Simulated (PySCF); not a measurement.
## Electronic structure of Ca (calcium, neutral) at the r2SCAN level

Configuration: [Ar] 4p2, high-spin 3P determinant (an excited configuration). Calculation: PySCF 2.14, in x2c-QZVPPall (11s7p4d3f, 73 functions); the spin-free X2C one-electron Hamiltonian (Gaussian nucleus).

| Quantity | Value |
| --- | --- |
| Total energy | -680.262 hartree |
| One-electron energy | -928.983 hartree |
| Hartree (Coulomb) energy | 284.940 hartree |
| Exchange-correlation energy | -36.219 hartree |
| ⟨S²⟩ | 2.0001 |
| ⟨L²⟩ | 2.005 |
| Sum of ⟨r⟩ | 22.53 bohr |
| Sum of ⟨r²⟩ | 69.93 bohr² |
| Traceless quadrupole moment −½Σ⟨3z² − r²⟩ along its main axis | 11.1 e·bohr² |
| Langevin diamagnetic susceptibility | -55.4 ×10⁻⁶ cm³/mol |
| Time after the integrals | 2.9 s of wall time on 1 thread of Neoverse-V2 (shared host) |

| shell | electrons | mean orbital energy (eV) | spread (eV) | rms radius, mean of both spins (bohr) |
| --- | --- | --- | --- | --- |
| 1s α | 1 | -3967.1 | 0 | 0.0890 |
| 1s β | 1 | -3967.1 | 0 | 0.0890 |
| 2s α | 1 | -423.13 | 0 | 0.395 |
| 2s β | 1 | -423.10 | 0 | 0.395 |
| 2p α | 3 | -341.17 | 0.012 | 0.364 |
| 2p β | 3 | -341.12 | 0.059 | 0.364 |
| 3s α | 1 | -51.207 | 0 | 1.24 |
| 3s β | 1 | -51.124 | 0 | 1.24 |
| 3p α | 3 | -31.188 | 0.174 | 1.37 |
| 3p β | 3 | -31.113 | 0.217 | 1.37 |
| 4p α | 2 | -2.713 | 0 | 5.22 |

Densities and radii are taken from the X2C orbitals without a picture-change correction, which distorts them close to the nucleus.
